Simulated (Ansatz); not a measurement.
Species: HCl₂Ga, SMILES `[Cl][GaH][Cl]` (charge 0, multiplicity 1), formula HCl2Ga.

**Question.** How many basis functions does Ansatz (a program for electronic structure) with frozen-core CCSD(T)/cc-pVQZ // B3LYP-D3(BJ)/def2-TZVP use, how many core orbitals are frozen, and how many electrons are correlated?

**Answer.** 216 basis functions and 19 frozen orbitals, which leaves 28 correlated electrons (filled d shells below the valence shell are correlated). Core time is of the order of seconds.
